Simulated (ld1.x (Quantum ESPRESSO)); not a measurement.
**Varying the PAW potential for molybdenum (Mo)**

Base potential:

ld1.x (Quantum ESPRESSO) 7.5 input, shortened:

```
&input
   title='Mo', zed=42., rel=1, dft='PBE', iswitch=3,
   config='[Kr] 4d5 5s1 5p0'
 /
 &inputp
   pseudotype=3, lpaw=.true., tm=.true., lloc=-1, rcloc=1.80,
   nlcc=.true., new_core_ps=.true., rcore=1.10,
   which_augfun='GAUSS', rmatch_augfun=1.40
 /
6
5S  1  0   1.00   0.00  2.45  3.35  0.0
5S  1  0   0.00   0.05  2.45  3.35  0.0
5P  2  1   0.00   0.00  2.40  3.35  0.0
5P  2  1   0.00   0.45  2.40  3.35  0.0
4D  3  2   5.00   0.00  1.70  2.20  0.0
4D  3  2   0.00   3.80  1.70  2.20  0.0
 &test
   configts(1)='4d5 5s1 5p0'
 /
```

All-electron outer shells of the reference configuration (PBE, scalar-relativistic, ld1.x):

```csv
shell,level (eV),outermost node (bohr),outermost maximum (bohr)
4s,-64.35,0.51,0.99
4p,-38.49,0.52,1.08
5s,-4.09,1.34,2.93
4d,-3.75,0.53,1.38
5p,-1.04,1.54,4.11
```

Cutoffs, loose and tight: the cutoffs (Ry, on a coarse ladder) from which the occupation-weighted sum of valence levels, in a spherical-Bessel basis at the reference potential, stays within 10 and 1 mRy of its value at 400 Ry. They do not see the model core or the augmentation charge, which bear on the density cutoff. Test errors are all-electron minus pseudo excitation energies from the reference, over the configurations 4d5 5s0 5p0; 4d4 5s0 5p0; 4d3 5s0 5p0; 4d4 5s2 5p0; 4d4 5s1 5p0; 4d6 5s0 5p0; 4d4 5s1 5p1. A dash means not determined; rows that change the core or the reference have their own tests. The largest error is taken over the tests solved by every variant that gives reliable tests at all: 4d3 5s0 5p0; 4d4 5s0 5p0; 4d4 5s1 5p0; 4d4 5s2 5p0; 4d5 5s0 5p0; 4d6 5s0 5p0.

A true bound ghost makes a file unfit for plane-wave use even where its test errors are small: the radial tests pick states by their node count and pass the ghost by. Where a test does run into it, the solver fails or the error is huge.

Cutoffs are not given where the Bessel-basis levels miss the radial ones by over 6 mRy, ghosts where they miss by over 20 mRy; a channel whose overlap is not positive is not tested.

A file whose overlap is not positive is unfit for use, and its test errors describe a broken file.

| change | outcome | cutoff, loose | cutoff, tight | bound ghosts | largest test error (meV) |
| --- | --- | --- | --- | --- | --- |
| base | generated | 21 Ry | 35 Ry | s | -472 |
| wave 5p channel at 0.45 Ry: rcut 2.40, rcutus 3.35 bohr becomes 5p channel at -0.16 Ry: rcut 2.40, rcutus 3.35 bohr | generated | 21 Ry | 35 Ry | s, p | -472 |
| wave 5p channel at 0.45 Ry: rcut 2.40, rcutus 3.35 bohr becomes 5p channel at -0.12 Ry: rcut 2.40, rcutus 3.35 bohr | generated | 21 Ry | 35 Ry | s | -472 |
| wave 5p channel at 0.45 Ry: rcut 2.40, rcutus 3.35 bohr becomes 5p channel at -0.01 Ry: rcut 2.40, rcutus 3.35 bohr | generated | 21 Ry | 35 Ry | s | -472 |
| wave 5p channel at 0.45 Ry: rcut 2.40, rcutus 3.35 bohr becomes 5p channel at 0.18 Ry: rcut 2.40, rcutus 3.35 bohr | generated | 21 Ry | 35 Ry | s | -472 |
| wave 5p channel at 0.45 Ry: rcut 2.40, rcutus 3.35 bohr becomes 5p channel at 0.46 Ry: rcut 2.40, rcutus 3.35 bohr | generated | 21 Ry | 35 Ry | s | -472 |
| wave 5p channel at 0.45 Ry: rcut 2.40, rcutus 3.35 bohr becomes 5p channel at 0.86 Ry: rcut 2.40, rcutus 3.35 bohr | generated | 21 Ry | 35 Ry | s | -472 |
| wave 5p channel at 0.45 Ry: rcut 2.40, rcutus 3.35 bohr becomes 5p channel at 1.54 Ry: rcut 2.40, rcutus 3.35 bohr | generated | 21 Ry | 35 Ry | s | -472 |
| wave 5p channel at 0.45 Ry: rcut 2.40, rcutus 3.35 bohr becomes 5p channel at 2.24 Ry: rcut 2.40, rcutus 3.35 bohr | generated | 21 Ry | 35 Ry | s | -472 |
| wave 5p channel at 0.45 Ry: rcut 2.40, rcutus 3.35 bohr becomes 5p channel at 4.41 Ry: rcut 2.40, rcutus 3.35 bohr | generated | 21 Ry | 35 Ry | s, p | -472 |
| wave 5p channel at 0.45 Ry: rcut 2.40, rcutus 3.35 bohr becomes 5p channel at 5.7 Ry: rcut 2.40, rcutus 3.35 bohr | generated, overlap not positive | – | – | s (p not tested, overlap not positive) | -472 |
